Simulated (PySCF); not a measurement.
Gas-phase reaction: SnI₄ + 2 Cl₂ ⇌ SnCl₄ + 2 I₂

Computed with PySCF (xtb for GFN2) and rigid-rotor harmonic-oscillator thermochemistry at 1 bar. † marks an energy on the PBE0/def2-TZVP geometry and frequencies; other levels use their own. MP2 and CCSD(T) freeze the core. All species are closed-shell singlets. B3LYP is the form with VWN-RPA correlation. I, Sn: scalar-relativistic def2 core potential, no spin-orbit coupling. MP2 isn't extrapolated to the basis-set limit; its ΔH°(298 K) is -262.8 kJ in def2-SVP and -233.2 kJ in def2-TZVPP. CCSD(T) isn't extrapolated to the basis-set limit. The harmonic model lacks anharmonicity and excited electronic states, which grow with temperature; levels with a mode under 35 cm⁻¹ are left out. Soft modes under 120 cm⁻¹ make the harmonic entropy rough for SnI₄, SnCl₄.

```tsv
level	ΔE electronic, kJ	ΔH°(298 K), kJ	ΔS°(298 K), J/K	ΔG°(1400 K), kJ
B3LYP/def2-TZVP†	-251	-251	-5	-244
BLYP/def2-TZVP†	-244	-244	-5	-237
CCSD(T)/def2-SVP†	-258	-258	-5	-251
GFN2-xTB	-88	-89	0	-90
HF/def2-TZVP†	-287	-288	-5	-280
MP2/def2-TZVPP†	-233	-233	-5	-226
PBE/def2-SVP	-246	-246	-6	-236
PBE0/def2-QZVP†	-243	-243	-5	-235
PBE0/def2-SVP†	-256	-256	-5	-249
r2SCAN/def2-TZVP†	-251	-251	-5	-244
```
ΔH° is lowest at HF/def2-TZVP† and highest at GFN2-xTB. No reference value is set beside these.
